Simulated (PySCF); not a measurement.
**Electric field gradients and quadrupole coupling constants**

Compound: C8H13PS.
Cartesian coordinates in Å at the GFN2-xTB level; atoms count from 1:
```xyz
23
C8H13PS angstrom
C      2.8940    1.9817    0.6846
C      2.5653    0.9120    0.2593
C      2.1021   -0.3525   -0.2594
P      0.3908   -0.0954   -0.9439
S      0.3131    0.9196   -2.5901
C     -0.3760   -1.7842   -0.9841
C     -1.1515   -1.8982    0.3248
C     -1.7515   -0.5196    0.5949
C     -0.6124    0.4972    0.5191
C     -1.0710    1.9331    0.3342
H      3.2170    2.9088    1.0534
H      2.7412   -0.6837   -1.0846
H      2.0832   -1.1142    0.5254
H      0.3697   -2.5698   -1.1196
H     -1.0512   -1.8005   -1.8442
H     -1.9257   -2.6637    0.2575
H     -0.4772   -2.1682    1.1414
H     -2.2500   -0.4820    1.5644
H     -2.4871   -0.2895   -0.1802
H      0.0172    0.4234    1.4134
H     -0.2103    2.5990    0.3025
H     -1.7232    2.2370    1.1512
H     -1.6111    2.0366   -0.6059
```

Field gradients from the PBE0/pcSseg-1 density (PySCF, non-relativistic), principal values in atomic units, ordered |Vxx| ≤ |Vyy| ≤ |Vzz|:

```json
{"atom": "S5", "Vxx": "-1.0608", "Vyy": "-1.2009", "Vzz": "2.2616"}
```

Find the asymmetry η = (Vxx − Vyy)/Vzz and the couplings χ = eQV/h (234.96 MHz × Q in barn × V in au), with Q(33S) = −0.0678 b.

```json
{"atom": "S5", "environment": "sulfur bonded to P", "nucleus": "33S", "η": "0.06", "χzz (MHz)": "-36.03", "χxx (MHz)": "16.90", "χyy (MHz)": "19.13"}
```

What is Vzz at S5 in SI units (1 au = 9.71736 × 10²¹ V/m²)?

2.2616 au = 21.977 × 10²¹ V/m².

And the gradient at the other heavy atoms, for which no coupling is worked out here?

```tsv
atom	environment	Vzz (au)	η
C1	terminal alkyne carbon	-0.276	0.02
C2	alkyne carbon	-0.264	0.05
C3	sp3 carbon bound to phosphorus	-0.101	0.84
P4	phosphorus bonded to 3 C and S	-0.301	0.79
C6	sp3 carbon bound to phosphorus	0.092	0.61
C7	ring CH2 carbon	0.073	0.68
C8	ring CH2 carbon	-0.065	0.91
C9	sp3 carbon bound to phosphorus	0.102	0.32
C10	methyl carbon	0.111	0.26
```

Were the hydrogens deuterons (Q(2H) = 0.00286 b), χzz would run from 198 kHz (H20 and H12) to 267 kHz (H11).

One conformer (not necessarily the lowest) at the GFN2-xTB geometry, without solvent, vibrations or thermal averaging. GFN2-xTB bond lengths can be off by several hundredths of an ångström, more for odd bonds, and the gradients follow them. These gradients aren't converged with respect to the basis.

These values come from a run that also computed NMR shieldings. The run took about 2.2 min of CPU time (one thread, shared machine).
